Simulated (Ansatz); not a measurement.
Reaction (ligand exchange at a B–C bond): `BC(=C)S` + `CC[SeH]` → `B[Se]CC` + `C=CS`

Program: Ansatz. Geometries: PBE0-D4/def2-TZVP. ΔE: electronic, gas phase. CCSD(T)/CBS is the MP2 limit (def2-TZVPP, def2-QZVPP) plus CCSD(T) − MP2 in def2-TZVPP, frozen cores. This one scheme is used for every species. Functionals use def2-TZVPP. For Se outer-core shells are correlated without core-valence functions, which leaves a few kJ/mol of doubt a bond. Scalar relativity is left out up to krypton. Each species was taken in one conformer, which may not be the lowest.

```json
{"species": "`BC(=C)S`", "PBE-D4 energy (Eh)": "-501.94557"}
{"species": "`CC[SeH]`", "PBE-D4 energy (Eh)": "-2480.93094"}
{"species": "`B[Se]CC`", "PBE-D4 energy (Eh)": "-2506.35684"}
{"species": "`C=CS`", "PBE-D4 energy (Eh)": "-476.54806"}
```

(1) Work out ΔE.

Largest T1 diagnostic among the species: 0.012.

Results:

(1) ΔE = (-2506.35684) + (-476.54806) − (-501.94557) − (-2480.93094) = -0.02839 Eh = -0.77 eV. CCSD(T)/CBS gives -0.75 eV.

In def2-TZVPP, CCSD(T) changes the Hartree–Fock value by −0.13 eV (the triples alone add −0.02 eV) and MP2 by −0.15 eV.
